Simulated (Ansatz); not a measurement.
A first, cheap relaxation of `BC1(B)C[SiH2]1`.

```yaml
crystal:
  periodic: [false, false, false]
  atoms:
    - {symbol: B, position_ang: [-1.643400, -0.243900, 0.441300]}
    - {symbol: C, position_ang: [-0.139200, -0.243000, 0.103700]}
    - {symbol: B, position_ang: [0.717600, -1.358800, 0.790700]}
    - {symbol: C, position_ang: [0.341500, 0.173900, -1.273200]}
    - {symbol: Si, position_ang: [0.684900, 1.454400, 0.027500]}
    - {symbol: H, position_ang: [-2.069100, 0.312600, 1.431900]}
    - {symbol: H, position_ang: [-2.413900, -0.848700, -0.206500]}
    - {symbol: H, position_ang: [0.899500, -2.404000, 0.290200]}
    - {symbol: H, position_ang: [1.111200, -1.196600, 1.963300]}
    - {symbol: H, position_ang: [-0.550900, 0.476000, -1.928000]}
    - {symbol: H, position_ang: [1.154700, -0.341800, -1.666400]}
    - {symbol: H, position_ang: [-0.167700, 2.637500, -0.142600]}
    - {symbol: H, position_ang: [2.095200, 1.547600, 0.183000]}
basis:
  gaussian: {orbitals: def2-SVP}
hamiltonian: {xc: pbe, dispersion: d4}
relax: {f_tol: 0.03, max_steps: 200}
```

```sh
$ ansatz run in.yaml --threads 4 --pin off --events-out ev --progress --plain --max-ram 10444MiB
```

Shortened log:

```
Functional definition: PBE
mean field -11416.79051527 eV, -419.5593128577 hartree, gradient 4.5e-5 eV, S^2 0.000000; 0 other end points of the search recorded, 0 dependent functions left out
relax step   1: F+E_penalty+E_count = -11417.08607128 eV  Δ(F+E_penalty+E_count) = +0.000e0 eV  max|allowed force component| = 3.810e0 eV/Å  Δτ_max = 0.0000 Å  (29 SCF iters, accepted)
mean field -11417.41282480 eV, -419.5821823109 hartree, gradient 1.4e-5 eV, S^2 0.000000; 0 other end points of the search recorded, 0 dependent functions left out
relax step   2: F+E_penalty+E_count = -11417.70612094 eV  Δ(F+E_penalty+E_count) = -6.200e-1 eV  max|allowed force component| = 1.023e0 eV/Å  Δτ_max = 0.1950 Å  (35 SCF iters, accepted)
mean field -11417.67359327 eV, -419.5917653756 hartree, gradient 2.1e-5 eV, S^2 0.000000; 0 other end points of the search recorded, 0 dependent functions left out
relax step   3: F+E_penalty+E_count = -11417.96757993 eV  Δ(F+E_penalty+E_count) = -2.615e-1 eV  max|allowed force component| = 6.326e-1 eV/Å  Δτ_max = 0.2000 Å  (28 SCF iters, accepted)
mean field -11417.83061360 eV, -419.5975357663 hartree, gradient 9.9e-6 eV, S^2 0.000000; 0 other end points of the search recorded, 0 dependent functions left out
relax step   4: F+E_penalty+E_count = -11418.12541790 eV  Δ(F+E_penalty+E_count) = -1.578e-1 eV  max|allowed force component| = 5.143e-1 eV/Å  Δτ_max = 0.1949 Å  (29 SCF iters, accepted)
mean field -11417.92136437 eV, -419.6008707953 hartree, gradient 2.6e-5 eV, S^2 0.000000; 0 other end points of the search recorded, 0 dependent functions left out
relax step   5: F+E_penalty+E_count = -11418.21800888 eV  Δ(F+E_penalty+E_count) = -9.259e-2 eV  max|allowed force component| = 4.068e-1 eV/Å  Δτ_max = 0.2000 Å  (28 SCF iters, accepted)
mean field -11417.96155930 eV, -419.6023479319 hartree, gradient 1.7e-5 eV, S^2 0.000000; 0 other end points of the search recorded, 0 dependent functions left out
relax step   6: F+E_penalty+E_count = -11418.25837105 eV  Δ(F+E_penalty+E_count) = -4.036e-2 eV  max|allowed force component| = 1.652e-1 eV/Å  Δτ_max = 0.1072 Å  (29 SCF iters, accepted)
mean field -11417.99493251 eV, -419.6035743749 hartree, gradient 8.0e-6 eV, S^2 0.000000; 0 other end points of the search recorded, 0 dependent functions left out
relax step   7: F+E_penalty+E_count = -11418.29316479 eV  Δ(F+E_penalty+E_count) = -3.479e-2 eV  max|allowed force component| = 3.513e-1 eV/Å  Δτ_max = 0.1976 Å  (29 SCF iters, accepted)
mean field -11417.99872646 eV, -419.6037137999 hartree, gradient 6.2e-6 eV, S^2 0.000000; 0 other end points of the search recorded, 0 dependent functions left out
relax step   8: F+E_penalty+E_count = -11418.29858023 eV  Δ(F+E_penalty+E_count) = -5.415e-3 eV  max|allowed force component| = 4.880e-1 eV/Å  Δτ_max = 0.1846 Å  (29 SCF iters, accepted)
mean field -11418.01271736 eV, -419.6042279558 hartree, gradient 1.1e-5 eV, S^2 0.000000; 0 other end points of the search recorded, 0 dependent functions left out
relax step   9: F+E_penalty+E_count = -11418.31715894 eV  Δ(F+E_penalty+E_count) = -1.858e-2 eV  max|allowed force component| = 4.944e-1 eV/Å  Δτ_max = 0.2000 Å  (30 SCF iters, accepted)
mean field -11418.03832594 eV, -419.6051690540 hartree, gradient 2.1e-5 eV, S^2 0.000000; 0 other end points of the search recorded, 0 dependent functions left out
relax step  10: F+E_penalty+E_count = -11418.34086584 eV  Δ(F+E_penalty+E_count) = -2.371e-2 eV  max|allowed force component| = 1.294e-1 eV/Å  Δτ_max = 0.0667 Å  (30 SCF iters, accepted)
mean field -11418.03994406 eV, -419.6052285188 hartree, gradient 1.8e-5 eV, S^2 0.000000; 0 other end points of the search recorded, 0 dependent functions left out
relax step  11: F+E_penalty+E_count = -11418.34192351 eV  Δ(F+E_penalty+E_count) = -1.058e-3 eV  max|allowed force component| = 1.615e-1 eV/Å  Δτ_max = 0.0295 Å  (31 SCF iters, accepted)
mean field -11418.04130959 eV, -419.6052787012 hartree, gradient 1.8e-5 eV, S^2 0.000000; 0 other end points of the search recorded, 0 dependent functions left out
relax step  12: F+E_penalty+E_count = -11418.34337635 eV  Δ(F+E_penalty+E_count) = -1.453e-3 eV  max|allowed force component| = 3.260e-2 eV/Å  Δτ_max = 0.0196 Å  (31 SCF iters, accepted)
mean field -11418.04137064 eV, -419.6052809447 hartree, gradient 1.7e-5 eV, S^2 0.000000; 0 other end points of the search recorded, 0 dependent functions left out
relax step  13: F+E_penalty+E_count = -11418.34345905 eV  Δ(F+E_penalty+E_count) = -8.271e-5 eV  max|allowed force component| = 1.709e-2 eV/Å  Δτ_max = 0.0126 Å  (30 SCF iters, accepted)
mean field -11418.04137064 eV, -419.6052809447 hartree, gradient 1.9e-5 eV, S^2 0.000000; 1 other end points of the search recorded, 0 dependent functions left out
Total energy: -11418.34349885 eV, -419.6163839515 hartree
Atom 0 at    -1.598196    -0.079656     0.498147 Å, force     0.003808    -0.001621     0.004535 eV/Å
Atom 1 at    -0.223688    -0.507767    -0.057432 Å, force    -0.017094     0.002061     0.001509 eV/Å
Atom 2 at     0.791733    -1.206247     0.870850 Å, force    -0.000088     0.005031    -0.004778 eV/Å
Atom 3 at     0.204736    -0.054442    -1.457540 Å, force     0.010839     0.005511    -0.004662 eV/Å
Atom 4 at     0.604735     1.234377    -0.168838 Å, force     0.006783    -0.004325    -0.001615 eV/Å
Atom 5 at    -1.847052    -0.226850     1.678870 Å, force    -0.000678    -0.001737     0.000135 eV/Å
Atom 6 at    -2.439606     0.416035    -0.237756 Å, force     0.003071    -0.002328    -0.000369 eV/Å
Atom 7 at     1.859289    -1.610018     0.432439 Å, force    -0.001239    -0.000590    -0.000416 eV/Å
Atom 8 at     0.534479    -1.350947     2.050067 Å, force     0.000710     0.000519     0.000585 eV/Å
Atom 9 at    -0.601735     0.194101    -2.169381 Å, force     0.000627    -0.001187     0.003980 eV/Å
Atom 10 at     1.062559    -0.580682    -1.911474 Å, force    -0.001613    -0.001205     0.002669 eV/Å
Atom 11 at    -0.299999     2.398744     0.066645 Å, force    -0.001804     0.000376    -0.000392 eV/Å
Atom 12 at     1.973145     1.338552     0.420302 Å, force    -0.003321    -0.000504    -0.001182 eV/Å
Dipole moment:     0.206822     0.348560    -0.280387 e Å
```

It took 19 s on 4 threads of an Arm Neoverse V1 on a shared host, with 0.16 GiB of host memory at the peak.
